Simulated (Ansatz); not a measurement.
CH6BGa, SMILES `B[CH2][GaH2]` at its PBE0-D4/def2-TZVP geometry, where that method's forces vanish. The species carries charge 0 and has multiplicity 1.

```xyz
9

B    -1.0350   -0.8051   -0.4452
C     0.2052   -0.6897    0.4134
Ga    0.7628    1.2117    0.0702
H    -2.0996   -0.4332   -0.0350
H    -0.9631   -1.1832   -1.5823
H     0.0401   -0.6587    1.4952
H     1.0773   -1.2809    0.1321
H    -0.0123    2.3756    0.7767
H     2.0245    1.4636   -0.8251
```

(1) What forces (eV/Å) does r2SCAN-D4/def2-TZVPP give on these atoms in Ansatz? (Best estimate.)

Results:

(1) Computed: 
```
B1  -0.064  0.007 -0.042
C2   0.040  0.023  0.001
Ga3  0.028  0.072  0.004
H4   0.035 -0.013 -0.011
H5   0.002  0.013  0.037
H6   0.007  0.012 -0.004
H7  -0.003  0.010  0.005
H8   0.054 -0.095 -0.056
H9  -0.099 -0.027  0.066
```
